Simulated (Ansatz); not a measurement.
Isomers of CH4OSi, B3LYP-D3(BJ)/def2-TZVP minima from an xTB search, which can miss the lowest.
Isomer 1, SMILES C[Si]O (charge 0, multiplicity 1):
| atom | x (Å) | y (Å) | z (Å) |
|---|---|---|---|
| C | -0.8456 | -0.0160 | 0.2424 |
| Si | 0.5890 | -1.2300 | -0.1223 |
| O | 1.8940 | -0.2093 | 0.0070 |
| H | -1.8231 | -0.5013 | 0.2053 |
| H | -0.8471 | 0.8047 | -0.4854 |
| H | -0.7265 | 0.4298 | 1.2376 |
| H | 1.7592 | 0.7222 | 0.2202 |
Isomer 2, SMILES CO[SiH] (charge 0, multiplicity 1):
```
atom    x (Å)    y (Å)    z (Å)
----  -------  -------  -------
C     -0.7956   0.0849   0.2191
O      0.1962  -0.9328   0.2525
Si     1.8321  -0.8527   0.1123
H     -1.3473   0.0737   1.1603
H     -1.4895  -0.1227  -0.5968
H     -0.3390   1.0673   0.0723
H      1.9430   0.6822  -0.0672
```

Frozen-core correlation.

Codes used: Ansatz (Gaussian basis) for Hartree–Fock, density functionals and correlated methods. Values without a source in brackets are computed.

The energy of isomer 2 above isomer 1 is E(isomer 2) − E(isomer 1). Total energies (hartree):

```
level                    isomer 2      isomer 1
-------------------  ------------  ------------
HF/cc-pV(T+d)Z       -404.0284435  -404.0594359
CCSD(T)/cc-pV(T+d)Z  -404.5987949  -404.6345445
HF/cc-pV(Q+d)Z       -404.0405920  -404.0716565
CCSD(T)/cc-pV(Q+d)Z  -404.6447429  -404.6815386
```

Work out the energy of isomer 2 above isomer 1 at the basis-set limit: extrapolate the CCSD(T) correlation part as X⁻³, take Hartree–Fock from the larger set.


1. Differences (1 hartree = 627.509 kcal/mol): HF/cc-pV(T+d)Z 19.448; CCSD(T)/cc-pV(T+d)Z 22.433; HF/cc-pV(Q+d)Z 19.493; CCSD(T)/cc-pV(Q+d)Z 23.090.
2. Correlation parts, CCSD(T) less HF: 2.985 in cc-pV(T+d)Z (X = 3), 3.596 in cc-pV(Q+d)Z (X = 4).
3. Limit (4³·(3.596) − 3³·(2.985))/(4³ − 3³) = 4.042; with HF/cc-pV(Q+d)Z it gives 23.536.
Result: 23.54 kcal/mol, against 22.43 at CCSD(T)/cc-pV(T+d)Z. It is an estimate of this method's limit, not of the exact value.

Ansatz is a first-principles code.
